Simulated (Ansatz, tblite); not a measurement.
Removing an electron: Ga6P5H18⁻, a cluster cut from wurtzite GaP (hydrogen-capped). Charge -1, multiplicity 1. Geometry: PBE-D4/def2-SVP. Ansatz, gas phase; energy differences of separate SCF runs; the oxidised species was run as a doublet alone.

```xyz
29

Ga   -2.5623    1.5133    0.3531
P    -1.2975    0.8659   -1.6066
P     1.1758    2.5035    0.7333
Ga    0.8757    1.7782   -1.5411
Ga   -1.2386   -1.4477   -2.3149
P     2.3491   -0.1213   -1.6340
P    -1.4144    0.2039    2.0114
Ga    0.6295    1.1936    2.7443
Ga   -1.4082   -2.1924    1.7327
P    -0.2358   -2.4296   -0.3623
Ga    2.1345   -2.1664   -0.2819
H    -2.2711    3.0632    0.6130
H    -4.0595    1.0143    0.1814
H    -1.8721    1.5940   -2.6998
H     0.4939    3.7587    0.7843
H     2.5133    3.0137    0.8187
H     1.2928    2.9020   -2.5799
H    -2.7287   -1.9633   -2.4997
H    -0.2133   -1.5428   -3.5372
H     2.3769   -0.4666   -3.0207
H     3.6821    0.3995   -1.5439
H    -2.2381    0.3977    3.1688
H     0.3798    2.2964    3.8634
H     1.8380    0.1832    2.8635
H    -2.9094   -2.6743    1.5227
H    -0.5231   -2.8377    2.8876
H    -0.3428   -3.8315   -0.6427
H     2.6940   -1.7302    1.1295
H     2.8798   -3.2772   -1.1430
```

The xTB rows come from tblite. Single mean-field runs in def2-TZVP are fitted with def2-universal-jkfit.

| level | −HOMO (eV) | vertical IE (eV) | −LUMO (eV) | HOMO–LUMO gap (eV) |
| --- | --- | --- | --- | --- |
| GFN1-xTB | 7.67 | 9.31 | 2.99 | 4.68 |
| GFN2-xTB | 8.06 | 9.74 | 4.50 | 3.55 |
| PBE0-D4/def2-TZVP | 4.03 | 5.32 | -2.00 | 6.03 |
| r2SCAN0-D4/def2-TZVP | 4.21 | 5.41 | -2.04 | 6.25 |

Run but left out: PBE-D4/def2-TZVP (neutral doublet: an occupied level 0.03 eV above an empty one).  Raw xTB energy differences between charge states are shifted by several eV; the methods need an empirical correction for them.
